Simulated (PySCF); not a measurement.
**Electron correlation in Mg(2+) (magnesium, charge +2)**

[Ne], closed-shell 1S. Computed with PySCF 2.14 in x2c-TZVPall (5s4p3d, 32 functions), with scalar relativity by spin-free X2C-1e. Frozen: [He] 2s2; 6 electrons correlated.

Total MP2 correlation energy: -122.55 mhartree.

Same-spin part -36.01 and opposite-spin part -86.54 mhartree; SCS-MP2 scales them by 1/3 and 6/5 to -115.85 mhartree.

| level | correlation energy (mhartree) |
| --- | --- |
| CCSD | -126.66 |
| (T) | -0.70 |
| CCSD(T) | -127.36 |

Diagnostics: T1 = 0.0021, D1 = 0.0030, largest double amplitude 0.019.

**Question.** Is a single reference adequate?

**Answer.** Yes: T1 lies below 0.03 and no double amplitude reaches 0.07.
